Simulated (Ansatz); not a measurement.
CH₆N₂OSSi (`N=C(S)N[SiH2]O`). Charge 0, multiplicity 1. The geometry is a stationary point of PBE0-D4/def2-TZVP. It is one conformer, not always the lowest.

```xyz
12

N     1.783    0.264    0.208
C     0.936    0.249   -0.735
S     1.348    0.978   -2.297
N    -0.343   -0.272   -0.722
Si   -1.230   -0.712    0.707
O    -1.795    0.563    1.565
H     1.449   -0.234    1.032
H     2.615    1.236   -1.944
H    -0.839   -0.220   -1.599
H    -2.417   -1.442    0.222
H    -0.337   -1.544    1.550
H    -1.170    1.134    2.014
```

**Question.** What is the dipole moment at ωB97M-V/def2-TZVPP? (Estimate.)

**Answer.** Ansatz gave: 1.06 D, with components (-1.02, -0.30, 0.04) D in this frame, pointing from negative to positive charge.

**Question.** And with PBE, r2SCAN, B3LYP? (An estimate is asked.)

**Answer.** The calculation gave: PBE 1.05 D, r2SCAN 1.07 D, B3LYP 1.07 D.

**Question.** Give the Mulliken charges with ωB97M-V, PBE, B3LYP in def2-TZVPP. (Best estimate.)

**Answer.** The calculation gave: 
```tsv
atom	ωB97M-V	PBE	B3LYP
N1	-0.32	-0.29	-0.31
C2	0.17	0.11	0.16
S3	-0.12	-0.15	-0.14
N4	-0.25	-0.19	-0.25
Si5	0.41	0.39	0.50
O6	-0.36	-0.33	-0.37
H7	0.11	0.13	0.12
H8	0.13	0.13	0.13
H9	0.10	0.13	0.13
H10	-0.02	-0.06	-0.07
H11	-0.05	-0.08	-0.09
H12	0.18	0.19	0.19
```

B3LYP here is the variant with VWN-RPA as its local correlation; programs differ in this.
